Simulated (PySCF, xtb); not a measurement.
O2Se, SMILES O=[Se]=O (connectivity only; charge and spin as stated), charge -1, multiplicity 2.

Geometry: TPSSh-D3(BJ)/def2-SVPD. The multiplicity is an assumed one; other spin states were not compared.

Method: IEF-PCM-M06-2X/def2-SVPD (PySCF).

The values are the electrostatic part of the solvation free energy, E(continuum) − E(gas) at the gas-phase geometry, in a cavity of scaled van der Waals radii (PySCF's table); cavitation and dispersion terms are not included.

```json
[
 {"solvent": "water", "ε": "78.36", "ΔG(elec) (kcal/mol)": "-63.6"},
 {"solvent": "N,N-dimethylformamide", "ε": "37.22", "ΔG(elec) (kcal/mol)": "-62.7"},
 {"solvent": "methanol", "ε": "32.61", "ΔG(elec) (kcal/mol)": "-62.4"}
]
```

For comparison, GFN2-xTB/ALPB(water) (xtb, at the GFN2-xTB geometry, all terms of that model) gives -59.6 kcal/mol.
